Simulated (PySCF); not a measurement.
Correlation energy of N (nitrogen, neutral)

[He] 2s1 2p3 3s1, high-spin 6S determinant (an excited configuration). Computed with PySCF 2.14 in aug-cc-pVTZ with one added diffuse shell each of s, p, d, f type (6s5p4d3f, 62 functions), with the non-relativistic Hamiltonian (point nucleus). Frozen: 1s2; 5 electrons correlated.

| level | correlation energy (mhartree) |
| --- | --- |
| CCSD | -37.61 |
| (T) | -0.30 |
| CCSD(T) | -37.91 |

Diagnostics: T1 = 0.0098, D1 = 0.0295, largest double amplitude 0.018.

Q: Is a single reference adequate?

A: Yes: T1 lies below 0.03 and no double amplitude reaches 0.07.
